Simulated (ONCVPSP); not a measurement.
## Configuration tests for rubidium (Rb) (ONCV)

| Property | Result |
| --- | --- |
| Element | Rb |
| Generator | ONCVPSP 4.0.1 |
| Type | optimised norm-conserving Vanderbilt (ONCV) |
| Functional | LDA (Perdew-Wang 92) |
| Relativity | scalar-relativistic |
| Frozen core | [Ar] 3d10 |
| Valence charge | 9 |
| Reference configuration | 4s2 4p6 5s0.5 5p0.5 |
| Partial waves | 4s+5s: rc 2.30 bohr, ncon 5, nbas 9, qcut 4.7 1/bohr, 2 projectors; 4p+5p: rc 2.90 bohr, ncon 5, nbas 9, qcut 5.9 1/bohr, 2 projectors; d scattering state at 0.27 Ha: rc 2.25 bohr, ncon 4, nbas 8, qcut 4.2 1/bohr, 1 projector |
| Local potential | polynomial inside 2.15 bohr (lpopt 5, dvloc0 6 Ha) |
| Core correction | Teter function, fcfact 3, rcfact 1.55 |

Energies are relative to the spin-unpolarised reference configuration 4s2 4p6 5s0.5 5p0.5; without spin polarisation the order of configurations can differ from experiment.

| valence configuration | charge | ΔE all-electron (eV) | error AE − PS (meV) |
| --- | --- | --- | --- |
| 4s2 4p6 5s1 5p0 | 0 | -0.795 | 0.0 |
| 4s2 4p6 5s0 5p0 | +1 | 3.479 | -0.2 |
| 4s2 4p6 5s0.5 5p0 | +0.5 | 0.862 | -0.1 |

Task: What are ΔE and the potential's error for 4s2 4p6 5s0 5p1?

Result: ΔE = 0.823 eV all-electron; the error (AE − PS) is 0.0 meV.

Levels in the configuration 4s2 4p6 5s1 5p0:

| level | all-electron (eV) | pseudo (eV) |
| --- | --- | --- |
| 4s | -31.970 | -31.969 |
| 4p | -16.033 | -16.033 |
| 5s | -2.363 | -2.363 |
